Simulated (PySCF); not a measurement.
Si(Et)2(OH)(NH2), SMILES O[Si](CC)(N)CC (C4H13NOSi), GFN2-xTB optimised geometry.

```
20

C      0.99     0.15     1.21
C      0.39    -0.56     0.00
Si    -1.51    -0.56     0.00
N     -2.05    -1.37     1.43
O     -2.08     0.99     0.00
C     -2.21    -1.53    -1.49
C     -1.88    -0.90    -2.83
H      0.72    -0.37     2.12
H      2.08     0.19     1.15
H      0.61     1.17     1.28
H      0.76    -0.07    -0.91
H      0.77    -1.58    -0.03
H     -3.03    -1.58     1.50
H     -1.72    -1.02     2.31
H     -1.87     1.58    -0.72
H     -1.84    -2.55    -1.47
H     -3.30    -1.59    -1.39
H     -2.29     0.11    -2.90
H     -0.80    -0.83    -2.97
H     -2.29    -1.49    -3.65
```

Density from PySCF 2.14.0 with PBE0/def2-SVP at that geometry.

Minimum of the electron density along straight lines between bonded atoms, close to the bond critical point (lines longer than 1.1 times the sum of covalent radii, or with two minima, are not listed):

| bond | length / Å | ρ at the minimum / e bohr⁻³ | ∇²ρ there / e bohr⁻⁵ | position (fraction from the first atom) |
|---|---|---|---|---|
| C1–C2 | 1.525 | 0.238 | -0.52 | 0.50 |
| C2–Si3 | 1.907 | 0.113 | 0.31 | 0.62 |
| Si3–N4 | 1.724 | 0.124 | 0.73 | 0.40 |
| Si3–O5 | 1.646 | 0.123 | 1.00 | 0.41 |
| Si3–C6 | 1.905 | 0.113 | 0.31 | 0.38 |
| C6–C7 | 1.525 | 0.239 | -0.53 | 0.50 |
| C1–H8 | 1.087 | 0.277 | -1.00 | 0.62 |
| C1–H9 | 1.089 | 0.275 | -1.00 | 0.62 |
| C1–H10 | 1.088 | 0.277 | -1.01 | 0.62 |
| C2–H11 | 1.092 | 0.270 | -0.93 | 0.62 |
| C2–H12 | 1.089 | 0.272 | -0.96 | 0.62 |
| N4–H13 | 1.007 | 0.332 | -1.52 | 0.76 |
| N4–H14 | 1.007 | 0.332 | -1.52 | 0.76 |
| O5–H15 | 0.953 | 0.357 | -2.38 | 0.81 |
| C6–H16 | 1.089 | 0.272 | -0.96 | 0.62 |
| C6–H17 | 1.090 | 0.271 | -0.95 | 0.62 |
| C7–H18 | 1.089 | 0.275 | -0.99 | 0.62 |
| C7–H19 | 1.088 | 0.276 | -1.00 | 0.62 |
| C7–H20 | 1.089 | 0.276 | -1.00 | 0.62 |
